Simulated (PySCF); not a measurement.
6-chloro-2-hydroxypyridine, C₅H₄ClNO.
Numbering: `[OH:1][c:2]1[cH:3][cH:4][cH:5][c:6]([Cl:7])[n:8]1` (hydrogens: H9 on O1; H10 on C3; H11 on C4; H12 on C5)

The same species was optimised twice, with GFN2-xTB and with PBE0-D3(BJ)/def2-SVP (PySCF), and the same property calculations (PySCF, gas phase) were run on both structures.

```
   coordinate  GFN2-xTB  PBE0-D3(BJ)/def2-SVP  change
   C6–Cl7 (Å)     1.719                 1.735  +0.016
    C5–C6 (Å)     1.384                 1.392  +0.008
    C4–C5 (Å)     1.389                 1.396  +0.007
    C3–C4 (Å)     1.380                 1.387  +0.007
    C2–C3 (Å)     1.396                 1.402  +0.006
    O1–C2 (Å)     1.337                 1.334  -0.003
    C2–N8 (Å)     1.325                 1.326  +0.001
    C6–N8 (Å)     1.319                 1.319   0.000
C5–C6–Cl7 (°)     120.3                 119.0    -1.3
Cl7–C6–N8 (°)     115.7                 116.8    +1.1
 O1–C2–C3 (°)     120.3                 119.5    -0.8
 C2–C3–C4 (°)     117.7                 117.3    -0.4
 C4–C5–C6 (°)     117.1                 116.6    -0.5
 O1–C2–N8 (°)     116.9                 117.4    +0.5
 C3–C2–N8 (°)     122.8                 123.2    +0.4
 C3–C4–C5 (°)     119.9                 120.3    +0.4
```

Rotational constants: A = 3416, B = 1307, C = 945.5 MHz (GFN2-xTB) against A = 3429, B = 1289, C = 936.9 MHz (PBE0-D3(BJ)/def2-SVP). Point groups within 0.08 Å: Cs and Cs.

On the GFN2-xTB structure: HOMO (eV) -7.12 [PBE0/pcSseg-1]; LUMO (eV) -1.07 [PBE0/pcSseg-1]; dipole (D) 1.84 [PBE0/pcSseg-1]; GIAO shielding of O1 (ppm) 180.5 [PBE0/pcSseg-1]; GIAO shielding of C2 (ppm) 18.5 [PBE0/pcSseg-1]; GIAO shielding of C3 (ppm) 77.5 [PBE0/pcSseg-1]; GIAO shielding of C4 (ppm) 39.6 [PBE0/pcSseg-1]; GIAO shielding of C5 (ppm) 65.7 [PBE0/pcSseg-1]; GIAO shielding of C6 (ppm) 26.0 [PBE0/pcSseg-1]; GIAO shielding of Cl7 (ppm) 650.3 [PBE0/pcSseg-1]; GIAO shielding of N8 (ppm) -33.4 [PBE0/pcSseg-1].

Q: What do these properties become on the PBE0-D3(BJ)/def2-SVP structure?

A: 
| property | level | on GFN2-xTB | on PBE0-D3(BJ)/def2-SVP | change |
| --- | --- | --- | --- | --- |
| HOMO (eV) | PBE0/pcSseg-1 | -7.12 | -7.11 | +0.01 |
| LUMO (eV) | PBE0/pcSseg-1 | -1.07 | -1.10 | -0.03 |
| dipole (D) | PBE0/pcSseg-1 | 1.84 | 1.88 | +0.04 |
| energy, GFN2-xTB geometry as zero (kcal/mol) | PBE0/pcSseg-1 | 0.0 | -0.3 | -0.3 |
| GIAO shielding of O1 (ppm) | PBE0/pcSseg-1 | 180.5 | 179.2 | -1.3 |
| GIAO shielding of C2 (ppm) | PBE0/pcSseg-1 | 18.5 | 18.3 | -0.2 |
| GIAO shielding of C3 (ppm) | PBE0/pcSseg-1 | 77.5 | 75.2 | -2.3 |
| GIAO shielding of C4 (ppm) | PBE0/pcSseg-1 | 39.6 | 37.5 | -2.1 |
| GIAO shielding of C5 (ppm) | PBE0/pcSseg-1 | 65.7 | 62.9 | -2.8 |
| GIAO shielding of C6 (ppm) | PBE0/pcSseg-1 | 26.0 | 24.5 | -1.5 |
| GIAO shielding of Cl7 (ppm) | PBE0/pcSseg-1 | 650.3 | 638.9 | -11.4 |
| GIAO shielding of N8 (ppm) | PBE0/pcSseg-1 | -33.4 | -30.0 | +3.4 |

The heavy atoms differ by 0.012 Å rms after alignment. Among bonds between heavy atoms C6–Cl7 changes most (+0.016 Å). Changes are differences of the printed values. Neither structure is proved a minimum here.

Shape of the structure used: `[OH:1][c:2]1[cH:3][cH:4][cH:5][c:6]([Cl:7])[n:8]1`: H–O1–C2–C3 180°.
